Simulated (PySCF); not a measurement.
C₂H₂BF₃, SMILES C=C(F)B(F)F.

Geometry: B3LYP-D3(BJ)/def2-SVP. Other conformers were not sampled.

Calculation: PBE/def2-TZVP in PySCF.

Isolated molecule, no solvent.

| Item | Value |
|---|---|
| total energy | -401.64597 hartree |
| point group | Cs |
| highest occupied level | -7.05 eV |
| lowest empty level | -2.63 eV |
| orbital gap | 4.42 eV |
| dipole moment | 1.69 D |
| quadrupole, principal values (traceless, Buckingham form, about the centre of nuclear charge) | -4.36, 1.31, 3.05 D·Å |
| mean static polarisability | 39.2 bohr³ (5.81 Å³) |
| polarisability, principal values | 26.1, 38.5, 53.1 bohr³ |
